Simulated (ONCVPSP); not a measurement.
Pseudopotentials across the periodic table

Generated with ld1.x 7.5 (TM, RRKJ, ultrasoft, PAW), atompaw 4.2 or ONCVPSP 4.0.1. The cutoff is in Ry: for ld1.x and atompaw files where the sum of valence levels is converged to 10 mRy in a Bessel basis, for ONCV files where the hardest occupied wave has 1 mHa per electron of residual kinetic energy. The error is the largest all-electron minus pseudo excitation energy over each file’s own four to seven test configurations (ionisations up to +4, promotions, holes and added fractions of an electron), all of which were solved. The labels leave out finer settings (local radius, basis sizes, second energies), which also bear on the numbers. Spin-polarised tests are not counted. The rows are a selection from randomly drawn settings: files with unsolved tests, undetermined cutoffs or missed reference levels are left out.

A true bound ghost makes a file unfit for plane-wave use even where its test errors are small: the radial tests pick states by their node count and pass the ghost by.

| element | potential | cutoff (Ry) | largest error (meV) | bound ghosts |
| --- | --- | --- | --- | --- |
| F | ONCV, PBE, scalar-relativistic, rc 0.60/1.60 (sp), local smoothed, core correction no, reference 2s2 2p5, qcut 8.5/10.7, projectors 2/2 | 351 | +1189 | none |
| Ti | ONCV, PBEsol, scalar-relativistic, rc 1.60/1.05/2.05 (spd), local smoothed, core correction no, reference 3s2 3p6 3d2 4s2, qcut 8.1/9.1/8.9, projectors 2/2/2 | 66 | +59 | none |
| Cr | ONCV, LDA (Perdew-Wang 92), scalar-relativistic, rc 2.20/3.75/1.30 (spd), local smoothed, core correction yes, reference 3d5 4s0.5 4p0.5, qcut 2.7/2.3/11.9, projectors 2/2/2 | 106 | -160 | s |
| Sb | ONCV, PBE, scalar-relativistic, rc 2.00/2.00/1.50 (spd), local smoothed, core correction yes, reference 4d10 5s2 5p1.5, qcut 3.2/3.6/11, projectors 3/2/1 | 82 | -26 | none |
| Ir | ONCV, LDA (Perdew-Wang 92), scalar-relativistic, rc 1.90/1.10/1.65 (spd), local smoothed, core correction yes, reference 5s2 5p6 5d7 6s2, qcut 7.3/6.8/6.3, projectors 3/2/2 | 208 | -24 | none |

Task: Fill in the row for Ir: ONCV, PBEsol, fully relativistic, rc 1.35/1.30/2.00/1.05 (spdf), local smoothed, core correction yes, reference 4f13 5s2 5p6 5d8 6s2, qcut 7.7/6.1/6.9/19, projectors 2/2/1/1.

Result: cutoff 287 Ry, largest error +233 meV, bound ghosts: none.
